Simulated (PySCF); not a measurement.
Job for PySCF: R-B3LYP/LANL2DZ on AsH3 (SMILES [AsH3]), a point of a bond scan (R = 1.525 Å).

```python
from pyscf import gto, scf, dft, mp
from pyscf.data.elements import chemcore

mol = gto.M(
    atom='''
    As    0.00042674    0.00037277    0.07075147
    H    -0.28139953    1.23234259   -0.78311169
    H    -0.93712035   -0.86192286   -0.76812259
    H     1.20443737   -0.38272110   -0.78356432
    ''',
    basis='lanl2dz',
    ecp={'As': 'lanl2dz'},
    charge=0, spin=0, verbose=3, max_memory=1800)
mf = dft.RKS(mol, xc='b3lyp')
mf.conv_tol = 1e-8
mf.max_cycle = 100
mf.kernel()
if not mf.converged:
    mf = mf.newton().run(mf.mo_coeff, mf.mo_occ)
```

Program output:

```
converged SCF energy = -7.89612896793588
```

Self-consistency was reached.

Cost: about 0.3 core-seconds (a rough figure).
